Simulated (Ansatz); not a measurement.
One change: `C1CCCC1` becomes `BrC1CCCC1`.

Ansatz, PBE0-D4/def2-TZVP geometries, multiplicity 1. 

Scalar relativity is left out up to krypton.

```csv
property,`C1CCCC1`
HOMO energy (B3LYP/def2-TZVPP) / eV,-8.52
HOMO energy (PBE/def2-TZVPP) / eV,-7.29
size of the dipole moment (ωB97M-V/def2-TZVPP) / D,0.02
LUMO energy (ωB97M-V/def2-TZVPP) / eV,2.58
HOMO energy (PBE0/def2-TZVPP) / eV,-8.69
LUMO energy (PBE/def2-TZVPP) / eV,0.35
```

(1) Give the same properties after the change, and the shifts. (Best estimate.)

Answers

(1) Ansatz gave: 
```
                                          property  `BrC1CCCC1`  shift
               HOMO energy (B3LYP/def2-TZVPP) / eV        -7.42   1.10
                 HOMO energy (PBE/def2-TZVPP) / eV        -6.39   0.90
size of the dipole moment (ωB97M-V/def2-TZVPP) / D         2.38   2.36
             LUMO energy (ωB97M-V/def2-TZVPP) / eV         1.98  -0.60
                HOMO energy (PBE0/def2-TZVPP) / eV        -7.67   1.02
                 LUMO energy (PBE/def2-TZVPP) / eV        -0.84  -1.19
```

With PBE0 the HOMO rises by 1.02 eV and the LUMO falls by 1.00 eV, so the gap narrows by about 2.02 eV. PBE moves the HOMO by 0.90 eV and ωB97M-V by 1.09 eV.

B3LYP here is the variant with VWN-RPA as its local correlation; programs differ in this.

Spin–orbit coupling is left out; it splits and shifts lone-pair levels of the heavy atoms by tenths of an eV.
